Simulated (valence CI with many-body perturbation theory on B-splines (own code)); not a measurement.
# E1 line list for Si⁺

Level of theory: relativistic CI+MBPT: three valence electrons over a frozen Dirac-Fock core [Ne], radial functions for each j: 11 s, 11 p, 10 d, 8 f, 5 g, 2 h, with the one-electron correlation potential Σ1 (screened to all orders), the two-electron term Σ2, the three-electron term Σ3, Breit, model QED; selected single and double excitations, second order for the rest, scaled by the run's own slope (own B-spline code, finite nucleus).

Set against measurement, 38 paired levels are off by 64 cm⁻¹ on average, the worst by 151. These come from a selection out of the NIST Handbook of Basic Atomic Spectroscopic Data. Levels without a partner in it may be off by more.

Lines 201 to 250 of 388 in falling wavelength, among levels below 121929 cm⁻¹, chosen from the strongest by gf and those to the six lowest levels. Wavelengths and rates use the calculated energies, so an error of 60 cm⁻¹ moves a line at 303.4 nm by 0.18 % and its rate by three times that or more. Electric multipoles are in the length gauge, E1 and E2 with the static RPA response of the core. Weak lines are less certain than strong ones. Lines between different terms over intervals too small for the method are left out, as are lines whose strength nearly cancels. The highest levels of a list are the least certain.

Names give the largest LS component (configuration and term), which can be under half, so a name can repeat, a term be missing and a line seem to break the LS rules; names also repeat where a configuration has a term twice.

| λ vac (nm) | λ from measured levels | Upper | Lower | A (s⁻¹) | S (a.u.) with core polarisation | S without |
| --- | --- | --- | --- | --- | --- | --- |
| 303.4 | 302.5 | 3s3p4s ⁴P°_1/2 | 3s3p² ²P_1/2 | 8.55e+02 | 2.36e-05 | 2.35e-05 |
| 302.3 | 301.4 | 3s3p4s ⁴P°_5/2 | 3s3p² ²P_3/2 | 3.69e+02 | 3.02e-05 | 3.06e-05 |
| 302.3 | 301.4 | 3s3p4s ⁴P°_3/2 | 3s3p² ²P_1/2 | 2.16e+03 | 1.18e-04 | 1.18e-04 |
| 290.6 | 290.7 | 3s²5f ²F°_7/2 | 3s²3d ²D_5/2 | 3.89e+07 | 3.77e+00 | 3.75e+00 |
| 290.6 | 290.7 | 3s²5f ²F°_5/2 | 3s²3d ²D_5/2 | 2.60e+06 | 1.89e-01 | 1.88e-01 |
| 290.4 | 290.5 | 3s²5f ²F°_5/2 | 3s²3d ²D_3/2 | 3.65e+07 | 2.65e+00 | 2.63e+00 |
| 289.6 |  | 3s²6p ²P°_3/2 | 3s²3d ²D_5/2 | 5.46e+06 | 2.62e-01 | 2.62e-01 |
| 289.5 |  | 3s²6p ²P°_1/2 | 3s²3d ²D_3/2 | 6.28e+06 | 1.51e-01 | 1.51e-01 |
| 289.4 |  | 3s²6p ²P°_3/2 | 3s²3d ²D_3/2 | 5.87e+05 | 2.81e-02 | 2.81e-02 |
| 287.6 | 286.4 | 3s3p3d ⁴F°_3/2 | 3s²3d ²D_5/2 | 3.48e+00 | 1.64e-07 | 1.60e-07 |
| 287.5 | 286.3 | 3s3p3d ⁴F°_3/2 | 3s²3d ²D_3/2 | 3.85e+00 | 1.81e-07 | 1.79e-07 |
| 287.1 | 285.9 | 3s3p3d ⁴F°_5/2 | 3s²3d ²D_5/2 | 2.53e+03 | 1.77e-04 | 1.78e-04 |
| 287.0 | 285.8 | 3s3p3d ⁴F°_5/2 | 3s²3d ²D_3/2 | 3.39e+04 | 2.37e-03 | 2.38e-03 |
| 286.4 | 285.2 | 3s3p3d ⁴F°_7/2 | 3s²3d ²D_5/2 | 3.96e+04 | 3.67e-03 | 3.69e-03 |
| 284.2 |  | 3s²7p ²P°_1/2 | 3s3p² ²P_3/2 | 1.72e+06 | 3.90e-02 | 3.88e-02 |
| 283.9 |  | 3s²7p ²P°_3/2 | 3s3p² ²P_3/2 | 4.18e+06 | 1.89e-01 | 1.88e-01 |
| 283.5 |  | 3s²6f ²F°_5/2 | 3s3p² ²P_3/2 | 4.79e+02 | 3.24e-05 | 3.17e-05 |
| 282.5 |  | 3s²7p ²P°_1/2 | 3s3p² ²P_1/2 | 3.79e+06 | 8.43e-02 | 8.38e-02 |
| 282.3 |  | 3s²7p ²P°_3/2 | 3s3p² ²P_1/2 | 9.06e+05 | 4.03e-02 | 4.00e-02 |
| 273.0 |  | 3s²7s ²S_1/2 | 3s²4p ²P°_3/2 | 1.81e+07 | 3.64e-01 | 3.62e-01 |
| 272.6 |  | 3s²7s ²S_1/2 | 3s²4p ²P°_1/2 | 9.09e+06 | 1.82e-01 | 1.81e-01 |
| 269.0 |  | 3s²6p ²P°_1/2 | 3s3p² ²S_1/2 | 1.68e+05 | 3.23e-03 | 3.17e-03 |
| 268.9 |  | 3s²6p ²P°_3/2 | 3s3p² ²S_1/2 | 1.32e+05 | 5.08e-03 | 4.99e-03 |
| 268.6 |  | 3s²6d ²D_3/2 | 3s²4p ²P°_3/2 | 2.59e+06 | 9.91e-02 | 9.93e-02 |
| 268.6 |  | 3s²6d ²D_5/2 | 3s²4p ²P°_3/2 | 1.55e+07 | 8.89e-01 | 8.91e-01 |
| 268.1 |  | 3s²6d ²D_3/2 | 3s²4p ²P°_1/2 | 1.31e+07 | 4.98e-01 | 4.99e-01 |
| 267.2 | 266.5 | 3s3p4s ⁴P°_1/2 | 3s²3d ²D_3/2 | 1.67e+04 | 3.14e-04 | 3.12e-04 |
| 267.2 | 266.0 | 3s3p3d ⁴F°_3/2 | 3s3p² ²S_1/2 | 1.09e+00 | 4.10e-08 | 3.78e-08 |
| 267.0 | 267.1 | 3s3p4s ²P°_1/2 | 3s3p² ²P_3/2 | 1.44e+07 | 2.71e-01 | 2.70e-01 |
| 266.5 | 265.8 | 3s3p4s ⁴P°_3/2 | 3s²3d ²D_5/2 | 3.59e+04 | 1.34e-03 | 1.33e-03 |
| 266.4 | 265.7 | 3s3p4s ⁴P°_3/2 | 3s²3d ²D_3/2 | 6.15e+03 | 2.29e-04 | 2.28e-04 |
| 265.9 | 266.1 | 3s3p4s ²P°_3/2 | 3s3p² ²P_3/2 | 3.76e+07 | 1.39e+00 | 1.39e+00 |
| 265.5 | 265.7 | 3s3p4s ²P°_1/2 | 3s3p² ²P_1/2 | 3.05e+07 | 5.64e-01 | 5.63e-01 |
| 265.1 | 264.4 | 3s3p4s ⁴P°_5/2 | 3s²3d ²D_5/2 | 1.42e+03 | 7.83e-05 | 7.84e-05 |
| 265.0 | 264.3 | 3s3p4s ⁴P°_5/2 | 3s²3d ²D_3/2 | 9.53e+01 | 5.25e-06 | 5.25e-06 |
| 264.4 | 264.6 | 3s3p4s ²P°_3/2 | 3s3p² ²P_1/2 | 8.08e+06 | 2.95e-01 | 2.94e-01 |
| 261.4 | 260.7 | 3s²5p ²P°_1/2 | 3s²4s ²S_1/2 | 5.54e+05 | 9.77e-03 | 9.57e-03 |
| 261.3 | 262.2 | 3s²4p ²P°_3/2 | 3s3p² ⁴P_5/2 | 4.94e+03 | 1.74e-04 | 1.72e-04 |
| 261.2 | 260.5 | 3s²5p ²P°_3/2 | 3s²4s ²S_1/2 | 4.86e+05 | 1.71e-02 | 1.67e-02 |
| 260.5 | 261.4 | 3s²4p ²P°_1/2 | 3s3p² ⁴P_3/2 | 1.01e+03 | 1.77e-05 | 1.76e-05 |
| 260.1 | 261.0 | 3s²4p ²P°_3/2 | 3s3p² ⁴P_3/2 | 2.62e+01 | 9.11e-07 | 8.91e-07 |
| 259.8 | 260.6 | 3s²4p ²P°_1/2 | 3s3p² ⁴P_1/2 | 1.71e+02 | 2.95e-06 | 2.97e-06 |
| 259.4 | 260.2 | 3s²4p ²P°_3/2 | 3s3p² ⁴P_1/2 | 9.82e+01 | 3.38e-06 | 3.41e-06 |
| 250.9 |  | 3s²7p ²P°_1/2 | 3s²3d ²D_3/2 | 1.90e+07 | 2.97e-01 | 2.95e-01 |
| 250.9 |  | 3s²7p ²P°_3/2 | 3s²3d ²D_5/2 | 1.53e+07 | 4.77e-01 | 4.75e-01 |
| 250.8 |  | 3s²7p ²P°_3/2 | 3s²3d ²D_3/2 | 1.61e+06 | 5.00e-02 | 4.98e-02 |
| 250.5 |  | 3s²6f ²F°_7/2 | 3s²3d ²D_5/2 | 1.27e+07 | 7.89e-01 | 7.82e-01 |
| 250.5 |  | 3s²6f ²F°_5/2 | 3s²3d ²D_5/2 | 8.50e+05 | 3.96e-02 | 3.92e-02 |
| 250.4 |  | 3s²6f ²F°_5/2 | 3s²3d ²D_3/2 | 1.19e+07 | 5.55e-01 | 5.51e-01 |
| 249.6 | 248.8 | 3s3p4s ⁴P°_1/2 | 3s3p² ²S_1/2 | 1.20e+03 | 1.85e-05 | 1.82e-05 |
